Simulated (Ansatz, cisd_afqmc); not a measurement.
System: BH3Se, charge 0, singlet. BH3Se (SMILES B[SeH]).
B3LYP-D3(BJ)/def2-TZVP minimum from Ansatz (a first-principles code):
```
B
H 1 1.1841
H 1 1.1861 2 123.30
Se 1 1.9088 2 121.04 3 180.00
H 4 1.4733 1 97.85 2 0.00
```
Charge 0, spin multiplicity 1.

Total energies in cc-pVDZ, 12 correlated electrons, 15 frozen orbitals. UHF or UKS for unpaired electrons; spin-orbit terms are left out. Cores are frozen in correlated methods (noble-gas shells, and filled d and f shells in the p block). No relativity. The Monte Carlo rows (phaseless AFQMC, CISD trial, step 0.005/hartree) carry one-sigma bars that omit the constraint's bias. Outlying blocks are dropped, and bars are widened where a walk drifts. Over all cases where full CI ran beside it in this data, AFQMC minus full CI had a median of +0.1 mEh and passed +0.4 mEh in a tenth of the cases.

The bar of a AFQMC/CISD walk is widened from 0.25 to 0.33 mEh, since its error had not levelled off in the blocking analysis, or few joins of blocks were possible.

```tsv
method	program	energy (Eh)	minus CCSDTQ (mEh)
HF	Ansatz	-2426.25026	248.33
MP2	Ansatz	-2426.45710	41.49
CCSD	Ansatz	-2426.49046	8.12
CCSD(T)	Ansatz	-2426.49735	1.24
CCSDT(Q)	Ansatz	-2426.49860	-0.02
CCSDTQ	Ansatz	-2426.49858	0.00
AFQMC/CISD	cisd_afqmc	-2426.4983 ± 0.0004	0.2 ± 0.4
```

Rough core times of Ansatz's runs on a shared machine: CCSD(T) under 20 s, CCSDT(Q) 20 s, CCSDTQ 10 min.
